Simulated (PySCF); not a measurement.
H7Si3, SMILES [SiH3][SiH2][SiH2] (connectivity only; charge and spin as stated), charge +1, multiplicity 1.

Geometry: B3LYP-D3(BJ)/def2-SVP. The multiplicity is an assumed one; other spin states were not compared. The isomer is the one that the SMILES or the coordinates give; other isomers of the formula were not compared.

All values below come from HF/def2-TZVPD run with PySCF.

Isolated molecule, no solvent.

Computed frontier levels, gap, dipole moment and polarisability:
The highest occupied level is -15.25 eV, the lowest empty level is -5.64 eV and the orbital gap is 9.60 eV. The dipole moment about the centre of nuclear charge is 4.13 D, the mean static polarisability comes out as 79.3 bohr³ (11.75 Å³) and the polarisability, principal values is 66.4, 72.5, 98.8 bohr³.
